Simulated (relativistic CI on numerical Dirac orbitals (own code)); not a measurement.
Ligand-field terms of d6

Computed with a parametric ligand-field model of a d^n configuration (Racah B and C, spin-orbit zeta, crystal field), exact diagonalisation.

Field parameters in Wybourne normalisation: Oh B⁴₀ = 21Dq, B⁴₄ = √(5/14) B⁴₀. The field is a parameter set, without covalency.

Ground term and bands for B = 950, C = 3520, ζ = 0 cm⁻¹, Oh, 10Dq = 16500 cm⁻¹?

Ground term 1A1 with 0.07 electrons in the two orbitals of the cubic e set. Spin-allowed: 1T1 14598 cm⁻¹ (685 nm), 1T2 24705 cm⁻¹ (405 nm), 1E 30870 cm⁻¹ (324 nm), 1T2 31636 cm⁻¹ (316 nm). Lowest spin-forbidden: 5T2 2632 cm⁻¹, 3T1 6750 cm⁻¹ (1482 nm), 3T2 11863 cm⁻¹ (843 nm).

A d6 ion in Oh symmetry has the ground term 1A1 and bands at 3T1 17945 cm⁻¹ (557 nm), 3T2 21068 cm⁻¹ (475 nm), 1T1 22168 cm⁻¹ (451 nm), 1T2 28457 cm⁻¹ (351 nm), 5T2 29807 cm⁻¹ (335 nm), 1T2 45112 cm⁻¹ (222 nm), 1E 45501 cm⁻¹ (220 nm). Which parameters reproduce them?

B = 440, C = 2010, ζ = 0 cm⁻¹, Oh, 10Dq = 23650 cm⁻¹.

Ground term and bands for B = 520, C = 2650, ζ = 0 cm⁻¹, Oh, 10Dq = 19050 cm⁻¹?

Ground term 1A1 with 0.04 electrons in the two orbitals of the cubic e set. Spin-allowed: 1T1 17290 cm⁻¹ (578 nm), 1T2 24248 cm⁻¹ (412 nm), 1T2 35532 cm⁻¹ (281 nm), 1E 36045 cm⁻¹ (277 nm). Lowest spin-forbidden: 3T1 11685 cm⁻¹ (856 nm), 3T2 15104 cm⁻¹ (662 nm), 5T2 15661 cm⁻¹ (639 nm).

A d6 ion in Oh symmetry has the ground term 1A1 and bands at 3T1 13667 cm⁻¹ (732 nm), 5T2 17879 cm⁻¹ (559 nm), 3T2 18756 cm⁻¹ (533 nm), 1T1 20228 cm⁻¹ (494 nm), 1T2 30487 cm⁻¹ (328 nm), 1E 41976 cm⁻¹ (238 nm), 1T2 42074 cm⁻¹ (238 nm). Which parameters reproduce them?

B = 810, C = 3000, ζ = 0 cm⁻¹, Oh, 10Dq = 22100 cm⁻¹.

Ground term and bands for B = 820, C = 4170, ζ = 0 cm⁻¹, Oh, 10Dq = 15400 cm⁻¹?

Ground term 5T2 with 2.00 electrons in the two orbitals of the cubic e set. Spin-allowed: 5E 15400 cm⁻¹ (649 nm). Lowest spin-forbidden: 1A1 3612 cm⁻¹ (2769 nm), 3T1 7739 cm⁻¹ (1292 nm), 3T2 12091 cm⁻¹ (827 nm).
